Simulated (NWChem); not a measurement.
System: C₄H₄O₂; SMILES O1C=COC=C1

Parts of the log:

```
             Northwest Computational Chemistry Package (NWChem) 7.3.0
             --------------------------------------------------------

 D2H symmetry detected

                             Geometry "geometry" -> ""
                             -------------------------

 Output coordinates in angstroms (scale by  1.889725989 to convert to a.u.)

  No.       Tag          Charge          X              Y              Z
 ---- ---------------- ---------- -------------- -------------- --------------
    1 C                    6.0000     1.15065900     0.67220900     0.00000000
    2 C                    6.0000     1.15065900    -0.67220900     0.00000000
    3 O                    8.0000     0.00000000    -1.44931900     0.00000000
    4 C                    6.0000    -1.15065900    -0.67220900     0.00000000
    5 C                    6.0000    -1.15065900     0.67220900     0.00000000
    6 O                    8.0000     0.00000000     1.44931900     0.00000000
    7 H                    1.0000     2.07117900     1.26903600     0.00000000
    8 H                    1.0000     2.07117900    -1.26903600     0.00000000
    9 H                    1.0000    -2.07117900    -1.26903600     0.00000000
   10 H                    1.0000    -2.07117900     1.26903600     0.00000000

 Effective nuclear repulsion energy (a.u.)     224.8779942695

      Symmetry information
      --------------------

 Group name             D2h
 Group number             26
 Group order               8
 No. of unique centers     3

                                 NWChem DFT Module
                                 -----------------

 Summary of "ao basis" -> "ao basis" (spherical)
 ------------------------------------------------------------------------------
       Tag                 Description            Shells   Functions and Types
 ---------------- ------------------------------  ------  ---------------------
 C                           6-31g*                  6       14   3s2p1d
 O                           6-31g*                  6       14   3s2p1d
 H                           6-31g*                  2        2   2s

      Symmetry analysis of basis
      --------------------------

        ag         19
        au          5
        b1g        15
        b1u         7
        b2g         5
        b2u        19
        b3g         7
        b3u        15

            General Information
            -------------------
          SCF calculation type: DFT
          Wavefunction type:  closed shell.
          No. of atoms     :    10
          No. of electrons :    44
           Alpha electrons :    22
            Beta electrons :    22
          Charge           :     0
          Spin multiplicity:     1
          Use of symmetry is: on ; symmetry adaption is: on
          Maximum number of iterations: 150
          AO basis - number of functions:    92
                     number of shells:    44
          Convergence on energy requested:  1.00D-06
          Convergence on density requested:  1.00D-05
          Convergence on gradient requested:  5.00D-04

              XC Information
              --------------
                        Slater Exchange Functional  1.000 local
                      VWN V Correlation Functional  1.000 local

             Grid Information
             ----------------
          Grid used for XC integration:  medium
          Radial quadrature: Mura-Knowles
          Angular quadrature: Lebedev.
          Tag              B.-S. Rad. Rad. Pts. Rad. Cut. Ang. Pts.
          ---              ---------- --------- --------- ---------
          C                   0.70       49          10.0       434
          O                   0.60       49           9.0       434
          H                   0.35       45          11.0       434
          Grid pruning is: on
          Number of quadrature shells:   143
          Spatial weights used:  Erf1

      Superposition of Atomic Density Guess
      -------------------------------------

 Sum of atomic energies:        -302.14265121

      Non-variational initial energy
      ------------------------------

 Total energy =    -305.375337
 1-e energy   =    -857.173158
 2-e energy   =     326.919827
 HOMO         =      -0.173391
 LUMO         =       0.049678

      Symmetry analysis of molecular orbitals - initial
      -------------------------------------------------

  Numbering of irreducible representations:

     1 ag          2 au          3 b1g         4 b1u         5 b2g
     6 b2u         7 b3g         8 b3u

  Orbital symmetries:

     1 ag          2 b2u         3 ag          4 b3u         5 b1g
     6 b2u         7 ag          8 b2u         9 b3u        10 ag
    11 b1g        12 ag         13 b3u        14 b2u        15 b1u
    16 b2u        17 b3g        18 b3u        19 b1g        20 ag
    21 b2g        22 b1u        23 au         24 ag         25 b3g
    26 ag         27 b3u        28 b2u        29 b1g        30 b3u
    31 b2u        32 b1g

   convergence    iter        energy       DeltaE   RMS-Dens  Diis-err
 ---------------- ----- ----------------- --------- --------- ---------
 d= 0,ls=0.0,diis     1   -302.6064534820 -5.27D+02  1.34D-02  1.17D+00
 d= 0,ls=0.0,diis     2   -302.5675891101  3.89D-02  9.55D-03  1.39D+00
 d= 0,ls=0.0,diis     3   -302.6735894885 -1.06D-01  3.35D-03  3.70D-01
 d= 0,ls=0.0,diis     4   -302.7054067939 -3.18D-02  1.06D-03  1.58D-02
 d= 0,ls=0.0,diis     5   -302.7071824151 -1.78D-03  1.81D-04  3.69D-04
  Resetting Diis
 d= 0,ls=0.0,diis     6   -302.7072324396 -5.00D-05  7.92D-06  7.25D-07
 d= 0,ls=0.0,diis     7   -302.7072325225 -8.29D-08  2.02D-06  2.06D-08

         Total DFT energy =     -302.707232522486
      One electron energy =     -860.271144029420
           Coulomb energy =      370.470318405393
    Exchange-Corr. energy =      -37.784401167947
 Nuclear repulsion energy =      224.877994269487

 Numeric. integr. density =       44.000014066372

[...]
```

Level: LDA (Slater exchange, VWN5)/6-31G* (spherical d), vertical spin-unrestricted ions. The geometry was optimised at PBE-D3(BJ)/def2-SVP.

Q: Reconstruct the input file.

A: Several could match; the one computed here: the input that was run:
```
start job
memory heap 200 mb stack 900 mb global 1100 mb
geometry units angstroms noautoz
  C      1.150659     0.672209     0.000000
  C      1.150659    -0.672209     0.000000
  O      0.000000    -1.449319     0.000000
  C     -1.150659    -0.672209     0.000000
  C     -1.150659     0.672209     0.000000
  O      0.000000     1.449319     0.000000
  H      2.071179     1.269036     0.000000
  H      2.071179    -1.269036     0.000000
  H     -2.071179    -1.269036     0.000000
  H     -2.071179     1.269036     0.000000
end
basis spherical
  C library 6-31g*
  O library 6-31g*
  H library 6-31g*
end
dft
  xc slater vwn_5
  iterations 150
  vectors input atomic output neutral.movecs
end
task dft energy
charge 1
dft
  odft
  mult 2
  vectors input atomic output cation.movecs
end
task dft energy
```
